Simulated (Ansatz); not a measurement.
Ag2Au2⁺. The state is a doublet with charge 1. Geometry PBE0-D4/def2-SVP, that of the neutral singlet; atoms count from 1.

Cartesian coordinates in Å:
```
Au -1.702 1.547 -0.494
Au 1.703 -1.546 0.495
Ag -0.871 -0.728 0.722
Ag 0.871 0.727 -0.723
```

In the def2 sets Ag, Au take a core potential; there is no spin–orbit coupling. The structure comes from a short search, and lower isomers may exist.

Estimate the Mulliken populations from the PBE0/def2-TZVP orbitals of Ansatz.


```
atom  charge (e)  spin (α − β)  d electrons
 Au1        0.34          0.44         9.84
 Au2        0.34          0.44         9.84
 Ag3        0.16          0.06         9.93
 Ag4        0.16          0.06         9.93
```
Mulliken values depend strongly on the basis.

Where does the spin sit?

Summed by element: Au 0.88, Ag 0.12, of 1 unpaired in all. Largest on single atoms: Au2 0.44, Au1 0.44, Ag3 0.06.

And the Mayer bond orders between heavy atoms (over 0.3)?

Au1–Ag3 0.45 (2.71 Å); Au1–Ag4 0.45 (2.71 Å); Au2–Ag3 0.45 (2.71 Å); Au2–Ag4 0.45 (2.71 Å); Ag3–Ag4 0.52 (2.69 Å).
